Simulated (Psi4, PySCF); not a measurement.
Input for PySCF:
```python
from pyscf import gto, scf, dft

mol = gto.Mole()
mol.atom = '''
    O     0.009570    0.002064    0.113389
    H    -0.055794    0.763622   -0.466128
    H    -0.020764   -0.780134   -0.440983
'''
mol.basis = '6-31g**'
mol.charge = 0
mol.spin = 0
mol.verbose = 4
mol.build()

mf = dft.RKS(mol)
mf.xc = 'wb97m_v'
mf.grids.atom_grid = (99, 590)
mf.grids.prune = None
mf.kernel()
```

Convert this to an input for Psi4.

Several could match; the one computed here: 
```
memory 2 GB

molecule {
0 1
  O     0.00956971    0.00206403    0.11338892
  H    -0.05579359    0.76362201   -0.46612807
  H    -0.02076411   -0.78013425   -0.44098332
}

set basis 6-31g**
set scf_type pk
set puream true
set d_convergence 1e-8
set dft_radial_points 99
set dft_spherical_points 590

energy('wb97m-v')
print_variables()
```

Both were run: PySCF gave -76.386681 Eh and Psi4 -76.386681 Eh, 0.000 mEh apart.
